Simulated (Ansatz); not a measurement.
Geometry optimisation, RKS PBE0/def2-mTZVP in Ansatz 0.2.0.

The input (input.yaml):

```yaml
crystal:
  periodic: [false, false, false]
  atoms:
    - { symbol: B, position_ang: [0.0, 0.0, 0.0] }
    - { symbol: H, position_ang: [0.0, 0.0, 1.54] }
    - { symbol: Cl, position_ang: [1.6108, 0.0, -0.93] }
    - { symbol: Cl, position_ang: [-1.6108, 0.0, -0.93] }
    - { symbol: "N", position_ang: [0.0773, -1.7539, 0.5833] }
    - { symbol: H, position_ang: [-0.441, -2.5119, 0.0539] }
    - { symbol: Si, position_ang: [1.0434, -2.1779, 2.0663] }
    - { symbol: H, position_ang: [1.2276, -3.6248, 2.1308] }
    - { symbol: H, position_ang: [2.3474, -1.5244, 2.0018] }
    - { symbol: H, position_ang: [0.3313, -1.7252, 3.2578] }
    - { symbol: H, position_ang: [0.0395, -0.8969, 1.5631] }
basis:
  gaussian: { orbitals: def2-mTZVP }
hamiltonian:
  xc: pbe0
relax:
  f_tol: 0.15
  max_steps: 25
  restrain:
    - { distance: [0, 4], at: 1.55, k: 30.0 }
    - { distance: [10, 1], at: 0.66, k: 30.0 }
    - { distance: [0, 1], at: 2.39, k: 30.0 }
    - { distance: [10, 4], at: 2.26, k: 30.0 }
```

Launched with:

```bash
$ ansatz run input.yaml --threads 4 --pin off --max-ram 5120MiB --backend cpu --events-out ev --progress --plain --runs-dir out
```

Question: Where does it end, and by what steps?

Answer: The forces met the threshold. The restraints hold the end off the free minimum; the threshold counts their pulls, which the force column leaves out. Restrained pairs: B1–N5 (1.85 → 1.47 Å), H2–H11 (0.90 → 0.71 Å), B1–H2 (1.54 → 2.40 Å), N5–H11 (1.30 → 2.28 Å). After 11 steps the energy has fallen by 5.130 eV (the restraints' own energy left out); H11 moved furthest, 1.20 Å.

```json
{"step": "0", "energy less start (eV)": "0.0000", "largest force component (eV/Å)": "4.856", "accepted": "yes"}
{"step": "1", "energy less start (eV)": "-0.8579", "largest force component (eV/Å)": "6.265", "accepted": "yes"}
{"step": "2", "energy less start (eV)": "-2.1684", "largest force component (eV/Å)": "6.205", "accepted": "yes"}
{"step": "3", "energy less start (eV)": "-3.4661", "largest force component (eV/Å)": "3.869", "accepted": "yes"}
{"step": "4", "energy less start (eV)": "-4.3051", "largest force component (eV/Å)": "4.987", "accepted": "yes"}
{"step": "5", "energy less start (eV)": "-4.8253", "largest force component (eV/Å)": "2.133", "accepted": "yes"}
{"step": "6", "energy less start (eV)": "-4.8812", "largest force component (eV/Å)": "2.264", "accepted": "yes"}
{"step": "7", "energy less start (eV)": "-5.0158", "largest force component (eV/Å)": "2.205", "accepted": "yes"}
{"step": "8", "energy less start (eV)": "-5.0729", "largest force component (eV/Å)": "2.269", "accepted": "yes"}
{"step": "9", "energy less start (eV)": "-5.1256", "largest force component (eV/Å)": "2.042", "accepted": "yes"}
{"step": "10", "energy less start (eV)": "-5.1035", "largest force component (eV/Å)": "2.280", "accepted": "yes"}
{"step": "11", "energy less start (eV)": "-5.1305", "largest force component (eV/Å)": "2.037", "accepted": "yes"}
```

```xyz
11
Properties=species:S:1:pos:R:3
B 0.198 -0.649 -0.206
H -0.645 0.754 1.555
Cl 1.662 0.322 -0.288
Cl -1.158 -0.265 -1.269
N 0.096 -1.800 0.702
H -0.804 -2.263 0.646
Si 1.244 -2.458 1.853
H 1.205 -3.943 1.796
H 2.602 -1.950 1.554
H 0.849 -2.042 3.229
H -0.623 0.078 1.766
```

The run took 28 s on 4 threads of Arm Neoverse V1, on a shared host, peak memory 0.3 GiB.
